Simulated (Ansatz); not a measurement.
```xyz
9

C     0.9540   -0.3886   -0.0717
O     0.1808   -1.5304    0.3249
As   -1.5068   -0.9210    0.6918
Si   -0.4598    0.7649   -0.6176
H     1.4976    0.0252    0.7888
H     1.6887   -0.6889   -0.8241
H    -1.1440   -0.1418    1.9720
H    -0.7888    0.6887   -2.0662
H    -0.4218    2.1919   -0.1979
```

The species carries charge 0 and has multiplicity 1.

List the ωB97M-V/def2-TZVPP orbital energies in eV (Ansatz). (An estimate is asked.)

Computed: Occupied: -11605.26, -1807.25, -1473.31, -1314.60, -1314.56, -1314.54, -526.08, -282.57, -195.72, -148.33, -141.89, -141.76, -141.67, -102.47, -102.43, -102.42, -48.25, -48.20, -48.14, -48.05, -48.01, -30.76, -21.52, -20.16, -16.79, -15.21, -14.84, -14.09, -12.31, -11.60, -10.70, -9.68, -9.25. Lowest empty: 0.93, 1.23, 2.28, 2.91, 3.32, 3.72, 4.02, 4.42.
